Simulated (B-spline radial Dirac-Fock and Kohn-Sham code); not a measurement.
Dipole and non-dipole photoemission parameters of Co 3p3/2

System: neutral cobalt in the configuration 1s2 2s2 2p6 3s2 3p6 3d7 4s2; threshold 71.39 eV (orbital energy of the model). Level of theory: Dirac-Hartree-Slater photoionisation with a Latter tail; cross sections with all multipoles, angular parameters from the dipole term and its interference with E2; a radial atomic solver.

Input of the calculation (task.json; shells as n, l, electrons):

```json
{"items": [{
  "Z": 27,
  "q": 0,
  "cfg": [[1, 0, 2], [2, 0, 2], [2, 1, 6], [3, 0, 2], [3, 1, 6], [3, 2, 7], [4, 0, 2]],
  "A": 59,
  "rrms": 3.7875,
  "do": "xps",
  "hv": [114.0, 177.0, 197.0, 200, 213.0, 289.0, 327.0, 383.0, 745.0, 800, 832.0, 877.0, 1120.0, 1180.0, 1253.6, 1460.0, 1480.0, 2320.0, 2470.0, 2890.0, 2910.0, 2984.4, 4000, 5100.0, 5350.0, 5414.7, 6000, 8047.8, 12600.0],
  "edges": {"K": 7709.0, "L1": 925.1, "L2": 793.2, "L3": 778.1, "M1": 101.0}
}]}
```

Run with: `python xray2_run.py task.json out`

For linearly polarised light dσ/dΩ = σ/(4π) [1 + β P₂(cos θ) + (δ + γ cos²θ) sin θ cos φ], with θ from the polarisation vector and φ the angle between the beam and the projection of the electron momentum on the plane normal to the polarisation.

```
hν (eV)  σ (kb)       β       γ       δ
    114     476  -0.098   0.025   0.053
    177     611   1.076   0.146   0.008
    197     588   1.213   0.119   0.004
    200     583   1.229   0.115   0.003
    213     562   1.291   0.096   0.002
    289     425   1.490   0.012  -0.001
    327     364   1.539  -0.009  -0.001
    383     291   1.583  -0.022   0.000
    745    86.6   1.622   0.084   0.006
    800    74.5   1.616   0.109   0.007
    832    68.4   1.612   0.123   0.007
    877    60.9   1.605   0.143   0.008
   1120    34.8   1.566   0.249   0.012
   1180    30.7   1.556   0.274   0.013
 1253.6    26.5   1.543   0.303   0.014
   1460    18.2   1.507   0.381   0.018
   1480    17.5   1.503   0.389   0.018
   2320       ?       ?       ?       ?
   2470    4.49   1.343   0.673   0.039
   2890    2.88   1.284   0.764   0.048
   2910    2.83   1.281   0.768   0.049
 2984.4    2.63   1.271   0.783   0.051
   4000    1.11   1.150   0.951   0.074
   5100   0.527   1.042   1.084   0.100
   5350   0.454   1.020   1.109   0.106
 5414.7   0.437   1.014   1.116   0.108
   6000   0.316   0.966   1.169   0.121
 8047.8   0.122   0.828   1.311   0.167
  12600  0.0268   0.618   1.489   0.261
```

Q: Give the values at 2320 eV.

A: σ = 5.34 kb, β = 1.365, γ = 0.638, δ = 0.036.
